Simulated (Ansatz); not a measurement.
Abridged output of a molecular run in Ansatz:

```
Functional definition: HF
1805 factors; integrals over basis functions are off by at most 1.4e-3 eV
mean field evaluation 1: about -19576.2980 eV, gradient 4.8e1 eV
mean field evaluation 2: about -19576.6342 eV, gradient 4.8e1 eV
mean field evaluation 4: about -19582.2410 eV, gradient 5.3e0 eV
mean field evaluation 8: about -19582.3533 eV, gradient 4.6e-1 eV
mean field evaluation 16: about -19582.3544 eV, gradient 2.7e-6 eV
mean field -19582.35441954 eV, -719.6382515216 hartree, gradient 2.7e-6 eV, S^2 0.000000; 0 other end points of the search recorded, 0 dependent functions left out
14 core orbitals not correlated: weight in the atoms' cores, before any rotation towards them, 1.000 or more for the frozen orbitals, at most 0.000 for the correlated occupied ones
reference -19582.35441954 eV, -719.6382515216 hartree; 16, 16 occupied and 276, 276 virtual orbitals, 1805 factors
second order -25.54908631 eV of doubles, -0.00000000 eV of singles
cycle   1  -25.86381436 eV  change   -3.1e-1 eV  update   1.2e-1
cycle   2  -26.57829616 eV  change   -7.1e-1 eV  update   3.9e-2
cycle   3  -26.74631959 eV  change   -1.7e-1 eV  update   2.1e-2
cycle   4  -26.73099209 eV  change    1.5e-2 eV  update   5.6e-3
cycle   5  -26.73008277 eV  change    9.1e-4 eV  update   3.1e-3
cycle   6  -26.73127183 eV  change   -1.2e-3 eV  update   1.0e-3
cycle   7  -26.73069050 eV  change    5.8e-4 eV  update   5.1e-4
cycle   8  -26.73061249 eV  change    7.8e-5 eV  update   1.8e-4
cycle   9  -26.73066799 eV  change   -5.6e-5 eV  update   8.4e-5
cycle  10  -26.73063973 eV  change    2.8e-5 eV  update   2.8e-5
perturbative correction -1.25522208 eV, -0.0461285606 hartree
Total energy: -19610.34028135 eV, -720.6667129736 hartree
```

Its atoms:

```xyz
13

C    -0.712    0.290    2.096
C    -0.161    0.256    0.890
N     0.825   -0.610    0.363
Si   -0.268    0.729   -0.890
N    -1.762    0.245   -1.526
Al    2.107   -0.003   -0.905
H    -0.368   -0.348    2.905
H    -1.527    0.971    2.306
H     0.721   -1.587    0.613
H    -1.933    0.168   -2.515
H    -2.535   -0.072   -0.962
H     3.120    1.132   -0.462
H     2.492   -1.170   -1.912
```

(1) Which basis set was used?
A. def2-TZVPPD
B. def2-TZVPP
C. def2-SVP
D. cc-pV(D+d)Z

(2) Write the keys of the input that set method, charge and spin (a neutral closed shell needs none for the last two).

## Answers

(1) B. It gives 306 functions.

(2) 
```yaml
correlation: {method: ccsd_t}
```
